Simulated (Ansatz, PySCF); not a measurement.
C4H3Br, SMILES C(=C/Br)/C#C.

Geometry: B3LYP-D3(BJ)/def2-SVP.

Vertical ionisation energy (IE) and electron affinity (EA) in eV. Rows of orbital energies are one-electron estimates. Where ΔSCF, EOM or ADC give a negative EA the extra electron is unbound and the value depends on the basis.

| level | IE | EA |
|---|---|---|
| −ε(HOMO), −ε(LUMO), r2SCAN/def2-TZVP (PySCF) | 6.21 | 2.12 |
| −ε(HOMO), −ε(LUMO), PBE/def2-TZVP (PySCF) | 6.02 | 2.25 |
| ΔSCF, PBE0/def2-SVPD (Ansatz), final states of multiplicity 2 and 2 | 9.07 | -0.40 |
| ΔSCF, PBE/def2-SVPD (Ansatz), final states of multiplicity 2 and 2 | ? | ? |

**Question.** Fill in the missing entries. (Estimate from the structure and the level; the computed values follow.)

**Answer.** 
- ΔSCF, PBE/def2-SVPD (Ansatz, a first-principles code), final states of multiplicity 2 and 2, IE: 8.90
- ΔSCF, PBE/def2-SVPD (Ansatz), final states of multiplicity 2 and 2, EA: -0.43

**Question.** What vertical singlet–triplet gap does ΔSCF give with PBE0/def2-SVPD (Ansatz) and with PBE/def2-SVPD (Ansatz)? (An estimate is asked for; the answer gives what the named calculation found.)

**Answer.** 3.17 and 3.18 eV (triplet above singlet where positive).
